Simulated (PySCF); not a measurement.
All values below come from PBE-D3(BJ)/def2-TZVP // r2SCAN-D4/def2-TZVP in PySCF. Isolated molecules, 0 K electronic values unless said otherwise. One relaxed conformer stands for a flexible species; it need not be the lowest. Excitations are Tamm–Dancoff values on a coarser integration grid. The basis has no diffuse functions, so Rydberg states are missing or too high.

Reference species (SMILES): `[SH][GeH]([SH])[SH]` (neutral, multiplicity 1).

The HOMO is -6.24 eV. The S1 excitation (TDA) is 4.48 eV and the S1 oscillator strength comes out as 0.013.

Changed species: `[SH][Ge]([SH])([SH])[SH]` (0 of 4 SH replaced by H; the reference has 1 of 4 SH replaced by H).

**Question.** What does the change do to the HOMO, S1 excitation (TDA) and S1 oscillator strength?

**Answer.** the HOMO falls by 0.15 eV, to -6.39 eV; the S1 excitation (TDA) falls by 0.22 eV, to 4.26 eV; the S1 oscillator strength hardly moves.
